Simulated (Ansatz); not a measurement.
`[OH][Zr]([Br])([Br])[Br]`. The species carries charge 0 and has multiplicity 1. Zr: def2 effective core potential. All single points use the PBE0-D4/def2-TZVP geometry. It is one conformer, not always the lowest.

```xyz
6

O     0.262   -0.006   -1.473
Zr   -0.066    0.002    0.372
Br    1.829    1.126    1.529
Br   -2.182    1.237    0.814
Br   -0.274   -2.347    1.170
H     0.431   -0.010   -2.412
```

Task: What is the dipole moment at PBE/def2-TZVPP? (Estimate.)

Result: Computed: 2.82 D, with components (0.50, -0.01, -2.77) D in this frame, pointing from negative to positive charge.

Task: And with r2SCAN, B3LYP, ωB97M-V? (Estimate.)

Result: Ansatz gave: r2SCAN 2.90 D, B3LYP 2.84 D, ωB97M-V 2.96 D.

Task: Give the Mulliken charges with PBE, B3LYP, ωB97M-V in def2-TZVPP. (Estimate.)

Result: Ansatz gave: 
| atom | PBE | B3LYP | ωB97M-V |
| --- | --- | --- | --- |
| O1 | -0.43 | -0.48 | -0.45 |
| Zr2 | 0.92 | 1.03 | 0.91 |
| Br3 | -0.23 | -0.25 | -0.22 |
| Br4 | -0.23 | -0.25 | -0.22 |
| Br5 | -0.23 | -0.25 | -0.22 |
| H6 | 0.20 | 0.20 | 0.19 |

B3LYP here is the variant with VWN-RPA as its local correlation; programs differ in this.
